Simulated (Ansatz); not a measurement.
Cartesian coordinates in Å:
```
C -0.400 0.911 0.872
O 0.307 -0.303 0.835
In 0.661 -1.339 -0.795
Br -0.296 -0.222 -2.781
H -0.744 1.248 -0.114
H -1.279 0.808 1.518
H 0.239 1.697 1.291
H 1.512 -2.800 -0.826
```

Total charge 0; spin multiplicity 1. In takes the def2 core potential.

Problem. List the ωB97M-V/def2-TZVPP orbital energies in eV (Ansatz). (An estimate is asked.)

Solution. The calculation gave: Occupied: -13156.41, -1708.73, -1536.92, -1536.88, -1536.88, -525.69, -282.32, -241.57, -181.23, -181.09, -181.06, -132.05, -88.51, -88.28, -88.18, -74.61, -74.57, -74.55, -74.44, -74.44, -30.25, -25.23, -24.85, -24.85, -24.78, -24.77, -23.34, -20.97, -15.75, -14.71, -14.54, -13.41, -11.50, -10.78, -10.52, -10.38, -10.13. Lowest empty: -0.08, 0.41, 1.29, 1.96, 2.69, 3.33, 3.99, 4.86.
